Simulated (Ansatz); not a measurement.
Mulliken charges of AuHO (`[OH][Au]`) from ωB97M-V/def2-TZVPP in Ansatz (PBE0-D4/def2-TZVP geometry).

| atom | x (Å) | y (Å) | z (Å) | charge (e) |
| --- | --- | --- | --- | --- |
| O1 | -0.398 | -0.457 | -0.278 | -0.545 |
| Au2 | 1.237 | 0.008 | 0.682 | 0.371 |
| H3 | -0.850 | 0.384 | -0.417 | 0.174 |

Problem. By hand: the dipole of these point charges (1 e Å = 4.8032 D).

Solution. Σ q r = (0.528, 0.319, 0.332) e Å, of length 0.701 e Å = 3.37 D.

Problem. How does the dipole of the full density compare? (Estimate.)

Solution. The calculation gave: (0.473, 0.382, 0.310) e Å, 3.28 D; the point charges give 1.03 times that, at 7° from its direction.

Point charges leave out the atoms' own dipoles, such as those of lone pairs, and Mulliken's split depends on the basis, so the close match here is no proof of good charges.
